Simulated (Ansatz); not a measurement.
MnF₂, relaxed as a quartet with UKS PBE0-D4/def2-TZVP in Ansatz, starting from the PBE0-D4/def2-TZVP geometry of the neutral sextet. Force threshold 0.02 eV/Å.

The charge 0 quartet is spin-contaminated (final ⟨S²⟩ up to 4.64, 3.75 for a pure state). At PBE0-D4/def2-TZVP a sextet of charge 0 lies 1.81 eV below the quartet, each at its own geometry.

Start:

```xyz
3

Mn    0.0008    0.0037   -0.0015
F     1.6936   -0.5001   -0.2969
F    -1.6944    0.4964    0.2984
```

| step | energy (eV) | largest force component (eV/Å) | SCF passes |
| --- | --- | --- | --- |
| 1 | -36746.8531 | 0.456 | 897 |
| 2 | -36746.8599 | 0.217 | 142 |
| 3 | -36746.8618 | 0.008 | 138 |

Force components are those of the run's own axes.

End:

```
atom    x (Å)    y (Å)    z (Å)
 Mn1   0.0003   0.0013  -0.0005
  F2   1.6758  -0.4936  -0.2942
  F3  -1.6761   0.4923   0.2948
```

By distances, no bond broke or formed. The bond that changes most is Mn1–F3, from 1.79 to 1.77 Å (atoms count from 1).

No frequencies were taken in this run, so the end may be a saddle point.

It took 62 s on 4 threads of Arm Neoverse V2 on a shared host.
